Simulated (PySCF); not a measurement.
**UHF on Bi (bismuth, neutral)**

Configuration: [Xe] 4f14 5d10 6s1 6p4, high-spin 4P determinant (an excited configuration). Calculation: PySCF 2.14, in aug-cc-pwCVTZ-DK3; scalar relativity by spin-free X2C-1e.

| Property | Result |
| --- | --- |
| Total energy | -21526.783599 hartree |
| One-electron energy | -29431.8635 hartree |
| Hartree (Coulomb) energy | 8303.3620 hartree |
| Exchange energy | -398.2821 hartree |
| ⟨S²⟩ | 3.8023 |
| ⟨L²⟩ | 2.025 |
| Sum of ⟨r⟩ | 50.78 bohr |
| Sum of ⟨r²⟩ | 79.28 bohr² |
| Traceless quadrupole moment −½Σ⟨3z² − r²⟩ along its main axis | -4.87 e·bohr² |
| Langevin diamagnetic susceptibility | -62.8 ×10⁻⁶ cm³/mol |

```csv
shell,electrons,mean orbital energy (eV),spread (eV),"rms radius, mean of both spins (bohr)"
1s α,1,-91000.7,0,0.0178
1s β,1,-91000.5,0,0.0178
2s α,1,-16511.9,0,0.0718
2s β,1,-16511.8,0,0.0718
2p α,3,-14201.4,0.024,0.0664
2p β,3,-14201.4,0.014,0.0664
3s α,1,-4061.3,0,0.183
3s β,1,-4061.1,0,0.183
3p α,3,-3387.7,0.056,0.186
3p β,3,-3387.5,0,0.186
3d α,5,-2673.1,0.044,0.170
3d β,5,-2673.0,0.034,0.170
4s α,1,-973.75,0,0.400
4s β,1,-973.44,0,0.400
4p α,3,-748.20,0.113,0.427
4p β,3,-747.99,0.019,0.427
4d α,5,-477.51,0.105,0.453
4d β,5,-477.43,0.084,0.453
5s α,1,-183.90,0,0.890
5s β,1,-183.14,0,0.890
4f α,7,-181.31,0.120,0.480
4f β,7,-181.24,0.099,0.480
5p α,3,-117.69,0.287,1.01
5p β,3,-117.26,0.027,1.01
5d α,5,-37.922,0.399,1.31
5d β,5,-37.190,0.174,1.31
6s α,1,-23.049,0,2.37
6p α,3,-9.824,1.098,3.22
6p β,1,-5.612,0,3.22
```

Spin-orbit coupling is strong in this species (close to jj coupling), so the high-spin LS determinant is a model state, not a physical level.

Densities and radii are taken from the X2C orbitals without a picture-change correction, which distorts them close to the nucleus.

Spin-orbit constants ζ (cm⁻¹) from the X2C one-electron operator on these orbitals: bare nucleus, nucleus screened by l(l+1)(2l+1)/3 electrons, and screened by the Breit-Pauli mean field of the electrons.

| shell | bare | screened nucleus | mean field |
| --- | --- | --- | --- |
| 2p | 11470000 | 11200000 | n/a |
| 3p | 2597000 | 2535000 | n/a |
| 3d | 397500 | 349600 | n/a |
| 4p | 636100 | 620700 | n/a |
| 4d | 87290 | 76770 | n/a |
| 4f | 18710 | 12400 | n/a |
| 5p | 115300 | 112500 | n/a |
| 5d | 10550 | 9283 | n/a |
| 6p | 10220 | 9977 | n/a |

To first order the Landé constant is A = -3326 cm⁻¹, so the lowest level has J = 5/2 and lies 0.619 eV below the centre of the term. This holds in LS coupling only, and this species is close to jj coupling.
